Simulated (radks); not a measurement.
Species: K VI. Configuration: [Ne] 3s2 3p2.

Method: scalar-relativistic Kohn-Sham, LDA (Slater exchange, Perdew-Wang correlation), spin-polarised, spherical densities, finite nucleus; open shells are filled with parallel spins first; Fermi nuclear charge, rms radius 3.4349 fm; computed with a radial shooting solver on a logarithmic mesh with Libxc functionals.

Energy parts (hartree):
total: -592.28881
kinetic: 595.64694
electron-nucleus: -1368.07947
Hartree: 209.52693
exchange-correlation: -29.38321

Orbitals (lengths in bohr, moments of r in powers of bohr; r(max) is where P^2 peaks):
orbital  occ.  eigenvalue (hartree)   r(max)     <r^2>  <1/r>
1s up       1             -132.3769  0.05315  0.008876  18.67
1s down     1             -132.3494  0.05314  0.008873  18.67
2s up       1             -16.11618   0.3183    0.1780  3.802
2s down     1             -16.08680   0.3183    0.1775  3.804
2p up       3             -13.48547   0.2615    0.1510  3.714
2p down     3             -13.44953   0.2617    0.1506  3.715
3s up       1              -4.00395    1.020     1.475  1.237
3s down     1              -3.87153    1.020     1.493  1.231
3p up       2              -3.33070    1.052     1.633  1.149
3p down     0              -3.20262    1.054     1.665  1.141

The highest occupied level is 3p up at -90.633 eV. The electron density at the nucleus is 5191 e/bohr^3 (large components only). Spin moment in Bohr magnetons: 2. The density falls to 0.001 e/bohr^3 at r = 2.56 bohr. The spin density at the nucleus is -0.3190 e/bohr^3 (1s -0.5141, 2s -0.0930, 3s 0.2881). For comparison, the ionisation energy in NIST's Atomic Spectra Database is 99.4 eV (semi-empirical). In exact Kohn-Sham theory the highest level is minus the ionisation energy, but local and semilocal functionals leave it too shallow, through self-interaction and a potential that decays too fast; potentials with the right tail come closer.
